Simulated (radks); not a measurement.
Numerical settings for neutral chromium, [Ar] 3d5 4s1. All-electron calculation, non-relativistic Kohn-Sham, PBEsol, spin-unpolarised, spherical densities, point nucleus. Program: a radial shooting solver on a logarithmic mesh with Libxc functionals. The defaults (mesh step 0.008 in ln r, mesh end at 40 bohr or more with all orbitals vanishing there, Anderson mixing 0.5 over 9 steps, residual threshold near 1e-9 with the energy settled to 1e-9 hartree or 1e-11 of itself, here a cap of 82 iterations) give E = -1042.9719 hartree and 3d at -3.011 eV in 16 iterations. Run on one thread of a shared host, so times are rough (Intel(R) Xeon(R) 6975P-C): 0.06 s of CPU time, 0.06 s wall, 16 iterations on 2669 mesh points. Changes against that run (0 stands for a change within the tolerance of the run):

setting,iterations,converged,E (mhartree),e(3d) (meV),CPU (s)
mesh step in ln r 0.08,15,yes,+0.019,-0.0192,0.01
mesh step in ln r 0.02,16,yes,0,0,0.03
mesh step in ln r 0.012,16,yes,0,0,0.04
mesh end (bohr) 20,16,yes,0,+0.00751,0.06
mesh end (bohr) 2,13,level above zero,+7.25e+03,+4.66e+04,0.04
residual threshold 0.01,11,yes,0,+0.325,0.05
residual threshold 1e-16,82,no,0,0,0.17
mixing 0.05,25,yes,0,0,0.09
"linear mixing, mixing 0.8",82,no,+8.69e+03,+1.81e+03,0.65
"linear mixing, mixing 0.5",82,no,0,+0.00792,0.25
mixing history 3,21,yes,0,0,0.07
iteration cap 3,3,no,+17.9,+1.32e+03,0.02

Settled on a wrong energy, with an occupied level pushed above zero by the early mesh end: mesh end (bohr) 2 (+7.25 hartree). Apart from these: no run marked as converged misses the energy by more than 1 mhartree. A mesh that ends early acts as a hard wall.
